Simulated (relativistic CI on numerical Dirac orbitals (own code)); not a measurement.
**What each ingredient does to the levels of Xe XXXVIII**

Base calculation: Dirac-Coulomb-Breit CI, KLI orbitals optimised for each configuration, QED by a radiative potential, unscaled Slater integrals.

CI space (outside the closed core [Ne]): 3s²3p⁵, 3s3p⁶, 3s²3p⁴3d, 3s3p⁵3d, 3p⁶3d, 3s3p⁴3d², 3s²3p³3d4p, 3p⁶4s, 3s3p⁴3d4s, 3s²3p⁴4s, 3p⁶4p, 3s²3p⁴4p, 3s²3p³3d², 3s²3p²3d³, 3s3p³3d³, 3s²3p²3d²4s, 3s²3p²3d²4p. Double excitations out of closed p, d and f shells are left out; levels of such configurations are missing from the list, as are those of other unlisted configurations, and high levels can miss mixing partners.

Variants: (1) QED terms removed. Shifts of the energy above 3s²3p⁵ ²P°3/2, in cm⁻¹, for the lowest level and the first level of each name with at least 55 % of one term (blank where a level changes its place among those of its configuration and J or its character, or is not in the variant):

| Level | Base | Δ(1) |
| --- | --- | --- |
| 3s²3p⁵ ²P°3/2 | 0 | 0 |
| 3s²3p⁵ ²P°1/2 | 624761 | -1014 |
| 3s²3p⁴3d ²D3/2 | 1406497 | +1500 |
| 3s²3p⁴3d ⁴F9/2 | 1428672 | +1096 |
| 3s²3p⁴3d ⁴D1/2 | 1822057 | +527 |
| 3s²3p⁴3d ²G7/2 | 1946825 | +479 |
| 3s²3p⁴3d ²G9/2 | 2078306 | +76 |
| 3s3p⁵3d ⁴P°1/2 | 2677353 | +8119 |
| 3s3p⁵3d ⁴F°9/2 | 2912053 | +8417 |

At this charge energies of transitions that change n are usually good to better than 1 %, and those within a shell (Δn = 0) to a few per cent.

Ionisation energy from the two ground configurations alone: base 2636.91 eV. The NIST ASD value (theoretical) is 2637 eV.

LS names give the leading component of a level, which can be under half, so a name can repeat, a term be missing and a line seem to break the LS rules.
